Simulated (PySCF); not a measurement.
AlGeH5O3, SMILES [OH][Al]([OH])[O][GeH3].

Geometry optimised at ωB97X-D3(BJ)/def2-SVP. The structure was generated by enumeration; whether it is a known compound was not checked. The values are those of a single conformer.

Method: ωB97X-D3(BJ)/def2-SVP in PySCF 2.14.0.

Frequencies are harmonic and unscaled.

Computed harmonic wavenumbers and intensities:
```json
[
 {"mode": "1", "ν (cm⁻¹)": "34", "IR (km/mol)": "0.7", "moving atoms (share of kinetic energy)": "O 64 %, Ge 18 %, H 11 %"},
 {"mode": "2", "ν (cm⁻¹)": "38", "IR (km/mol)": "0.0", "moving atoms (share of kinetic energy)": "H 90 %, O 9 %"},
 {"mode": "3", "ν (cm⁻¹)": "47", "IR (km/mol)": "0.6", "moving atoms (share of kinetic energy)": "O 81 %, H 12 %"},
 {"mode": "4", "ν (cm⁻¹)": "204", "IR (km/mol)": "20.0", "moving atoms (share of kinetic energy)": "O 57 %, H 16 %, Ge 15 %, Al 12 %"},
 {"mode": "5", "ν (cm⁻¹)": "246", "IR (km/mol)": "33.4", "moving atoms (share of kinetic energy)": "O 64 %, H 20 %, Al 16 %"},
 {"mode": "6", "ν (cm⁻¹)": "281", "IR (km/mol)": "3.2", "moving atoms (share of kinetic energy)": "H 78 %, O 12 %, Al 10 %"},
 {"mode": "7", "ν (cm⁻¹)": "293", "IR (km/mol)": "13.1", "moving atoms (share of kinetic energy)": "Al 44 %, H 34 %, O 21 %"},
 {"mode": "8", "ν (cm⁻¹)": "351", "IR (km/mol)": "311.0", "moving atoms (share of kinetic energy)": "H 72 %, O 17 %, Al 10 %"},
 {"mode": "9", "ν (cm⁻¹)": "472", "IR (km/mol)": "56.9", "moving atoms (share of kinetic energy)": "O 49 %, Ge 19 %, Al 18 %, H 15 %"},
 {"mode": "10", "ν (cm⁻¹)": "529", "IR (km/mol)": "139.6", "moving atoms (share of kinetic energy)": "H 73 %, O 26 %"},
 {"mode": "11", "ν (cm⁻¹)": "605", "IR (km/mol)": "276.5", "moving atoms (share of kinetic energy)": "H 74 %, O 18 %"},
 {"mode": "12", "ν (cm⁻¹)": "672", "IR (km/mol)": "48.4", "moving atoms (share of kinetic energy)": "H 83 %, O 12 %"},
 {"mode": "13", "ν (cm⁻¹)": "672", "IR (km/mol)": "68.8", "moving atoms (share of kinetic energy)": "H 89 %"},
 {"mode": "14", "ν (cm⁻¹)": "809", "IR (km/mol)": "7.4", "moving atoms (share of kinetic energy)": "O 73 %, Al 19 %"},
 {"mode": "15", "ν (cm⁻¹)": "893", "IR (km/mol)": "71.1", "moving atoms (share of kinetic energy)": "H 99 %"},
 {"mode": "16", "ν (cm⁻¹)": "896", "IR (km/mol)": "275.5", "moving atoms (share of kinetic energy)": "H 92 %"},
 {"mode": "17", "ν (cm⁻¹)": "898", "IR (km/mol)": "166.0", "moving atoms (share of kinetic energy)": "H 94 %"},
 {"mode": "18", "ν (cm⁻¹)": "975", "IR (km/mol)": "162.6", "moving atoms (share of kinetic energy)": "Al 50 %, O 42 %"},
 {"mode": "19", "ν (cm⁻¹)": "1067", "IR (km/mol)": "314.0", "moving atoms (share of kinetic energy)": "O 68 %, Al 21 %, H 10 %"},
 {"mode": "20", "ν (cm⁻¹)": "2160", "IR (km/mol)": "156.8", "moving atoms (share of kinetic energy)": "H 99 %"},
 {"mode": "21", "ν (cm⁻¹)": "2190", "IR (km/mol)": "162.6", "moving atoms (share of kinetic energy)": "H 98 %"},
 {"mode": "22", "ν (cm⁻¹)": "2199", "IR (km/mol)": "81.5", "moving atoms (share of kinetic energy)": "H 99 %"},
 {"mode": "23", "ν (cm⁻¹)": "3995", "IR (km/mol)": "105.5", "moving atoms (share of kinetic energy)": "H 94 %"},
 {"mode": "24", "ν (cm⁻¹)": "4005", "IR (km/mol)": "74.5", "moving atoms (share of kinetic energy)": "H 94 %"}
]
```
